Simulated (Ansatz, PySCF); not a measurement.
In₂O, SMILES [In][O][In] (connectivity only; charge and spin as stated), neutral, multiplicity 1. Atoms are numbered in the order given.

```xyz
3

In     0.0000     0.0000    -2.0164
O      0.0000     0.0000     0.0000
In     0.0000     0.0000     2.0164
```
Charge 0, spin multiplicity 1.

Geometry optimised at B3LYP-D3(BJ)/def2-TZVP. The def2 effective core potentials stand for the cores of In; spin–orbit coupling is left out.

Two levels are set side by side: PBE-D3(BJ)/def2-TZVP (Ansatz, a quantum-chemistry and plane-wave program) and B3LYP-D3(BJ)/def2-TZVP (Ansatz). Each level has its own optimised geometry; the coordinates shown are those of the second. Frequencies come from the Hessian of PySCF at each geometry. Differences are taken from unrounded values.

```csv
quantity,B3LYP-D3(BJ)
mean bond length (Å),2.016
bond In1–O2 (Å),2.016
bond O2–In3 (Å),2.016
highest harmonic wavenumber (cm⁻¹),734
mean harmonic wavenumber (cm⁻¹),263
zero-point energy (kcal/mol),1.50
```

What does PBE-D3(BJ) give, and how far is it from B3LYP-D3(BJ)? (An estimate is asked for; the answer gives what the named calculation found.)


| quantity | PBE-D3(BJ) | PBE-D3(BJ) minus B3LYP-D3(BJ) |
|---|---|---|
| mean bond length (Å) | 2.029 | 0.012 |
| bond In1–O2 (Å) | 2.029 | 0.012 |
| bond O2–In3 (Å) | 2.029 | 0.012 |
| highest harmonic wavenumber (cm⁻¹) | 708 | -26 |
| mean harmonic wavenumber (cm⁻¹) | 249 | -14 |
| zero-point energy (kcal/mol) | 1.42 | -0.08 |

Exact exchange shortens and stiffens bonds; PBE has none. Differences between two approximate levels are no errors against the true value.
